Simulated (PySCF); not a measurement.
Predicted microwave data (PBE0/pcSseg-1 in PySCF (dipole) on a GFN2-xTB geometry, gas phase) for one isomer of C3H8O2SSi:

| Item | Value |
| --- | --- |
| Rotational constants | A = 3966, B = 900.8, C = 747.1 MHz |
| Dipole components | \|μa\| = 0.88 D, \|μb\| = 2.11 D, \|μc\| = 0.07 D |
| Inertial defect | -12.06 u·Å² |
| κ | -0.90 |

Question: Which candidate fits, each taken in the one conformer that was computed?
A. `[CH3:1][C:2](=[S:3])[O:4][CH2:5][O:6][SiH3:7]` with C1–C2–O4–C5 -179°, C2–O4–C5–O6 179°, O4–C5–O6–Si7 0°
B. `[CH3:1][S:2][SiH2:3][O:4][C:5]([CH3:6])=[O:7]` with C1–S2–Si3–O4 180°, S2–Si3–O4–C5 180°, Si3–O4–C5–C6 180°

Answer: A. It is CC(=S)OCO[SiH3], a near-prolate asymmetric top. The candidates at the same level (rigid rotor, commonest isotopes):

```json
{"SMILES": "CC(=S)OCO[SiH3]", "A (MHz)": "3966", "B (MHz)": "900.8", "C (MHz)": "747.1", "μa (D)": "0.88", "μb (D)": "2.11", "μc (D)": "0.07", "Δ (u·Å²)": "-12.06", "point group": "–", "rotor": "near-prolate asymmetric top"}
{"SMILES": "CS[SiH2]OC(C)=O", "A (MHz)": "5619", "B (MHz)": "807.7", "C (MHz)": "718.5", "μa (D)": "0.69", "μb (D)": "0.36", "μc (D)": "0.00", "Δ (u·Å²)": "-12.26", "point group": "Cs", "rotor": "near-prolate asymmetric top"}
```

`CS[SiH2]OC(C)=O` has A 42 % too high. No structure here is proved a minimum.
